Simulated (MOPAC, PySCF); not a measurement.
C$_{3}$H$_{5}$N, SMILES `C(=CN)=C`, neutral singlet in the gas phase. 

Cartesian coordinates (Å):
```xyz
9

C      1.8548    -0.0913    -0.2874
C      0.6193     0.1787     0.0205
C     -0.6206     0.4851     0.2983
N     -1.7639    -0.1980    -0.1293
H      2.3050     0.2662    -1.2111
H      2.4913    -0.6844     0.3654
H     -0.8208     1.3930     0.8617
H     -2.4945    -0.2264     0.5660
H     -1.5707    -1.1227    -0.4842
```
Charge 0, multiplicity 1.

All levels are single points at this geometry (PBE0-D4/def2-TZVP); Pople sets use spherical d functions. Orbital energies aren't observables, and empty levels follow the basis.

PM7 in MOPAC gives HOMO (eV) = -8.76.

Question: Estimate the HOMO (eV) from each of these levels: B3LYP-D3(BJ)/def2-TZVP in PySCF; PBE0-D4/def2-TZVP in PySCF; B3LYP/3-21G in PySCF; PBE/6-31G* in PySCF; HF/3-21G in PySCF; HF/6-31G* in PySCF; HF/STO-3G in PySCF; PM3 in MOPAC.

Answer: 
| level | HOMO (eV) |
|---|---|
| B3LYP-D3(BJ)/def2-TZVP in PySCF | -5.82 |
| PBE0-D4/def2-TZVP in PySCF | -6.01 |
| B3LYP/3-21G in PySCF | -5.24 |
| PBE/6-31G* in PySCF | -4.42 |
| HF/3-21G in PySCF | -8.43 |
| HF/6-31G* in PySCF | -8.52 |
| HF/STO-3G in PySCF | -6.75 |
| PM3 in MOPAC | -8.58 |
